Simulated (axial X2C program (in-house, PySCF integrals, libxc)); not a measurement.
**Spin–orbit effects along a row: molecules with Br, HF**

Calculated with an axial X2C code built on PySCF integrals, spin-free (one-electron X2C) or two-component (2c: spin–orbit coupling with atomic mean-field Coulomb and Gaunt terms, which also bring small scalar terms), in Dyall basis sets with cores contracted in-house; open shells are unrestricted.

Basis sets: Br dyall-cv3z, Br dyall-v3z, I dyall-cv3z, In dyall-cv3z, Mo dyall-v3z, Rh dyall-cv3z, Sn dyall-cv3z, Sr dyall-cv3z, Tc dyall-cv3z, Y dyall-cv3z, Zr dyall-cv3z.

```
molecule   spin-free state  Re (Å)  ωe (cm⁻¹)  De (eV)  2c state  Re 2c (Å)  ωe 2c (cm⁻¹)  De 2c (eV)
    SrBr  M_S = 1/2, Λ = 0   2.811      205.9     3.33   Ω = 1/2      2.812         205.8        3.17
     YBr    M_S = 0, Λ = 0   2.613      254.0     3.72     Ω = 0      2.613         253.9         n/a
    ZrBr  M_S = 3/2, Λ = 0   2.573      253.9      n/a   Ω = 3/2      2.573         253.6         n/a
    MoBr  M_S = 5/2, Λ = 0   2.544      230.5     2.12   Ω = 5/2      2.546         229.9        1.96
    TcBr    M_S = 3, Λ = 0   2.593      226.7     2.96     Ω = 3      2.594         226.4        2.80
    RhBr    M_S = 1, Λ = 2   2.512      227.0     2.13     Ω = 3      2.513         226.4         n/a
    InBr    M_S = 0, Λ = 0   2.586      213.1     3.06     Ω = 0      2.587         213.1        2.72
    SnBr  M_S = 1/2, Λ = 1   2.540      238.9     2.22   Ω = 1/2      2.543         237.2         n/a
     IBr    M_S = 0, Λ = 0   2.461      294.0     0.69     Ω = 0      2.471         287.1        0.27
```

Each entry is the lowest single determinant of a limited PBE0 search at one distance. De goes to single-determinant-based atoms at the same level (for ions the charge split of lowest energy) and is withheld (n/a) where an atom does not fit its ground term or J level. Main or longest-lived isotopes. One determinant is a doubtful description, or other states lie close, for YBr, ZrBr, MoBr, TcBr, RhBr; these need not be ground states, and all values refer to the states named. Some open-shell Ω = 0 determinants are out of reach, so the Ω given for TcBr need not be the lowest component. With several unpaired electrons the Ω given is that of one determinant, not necessarily of the lowest component.
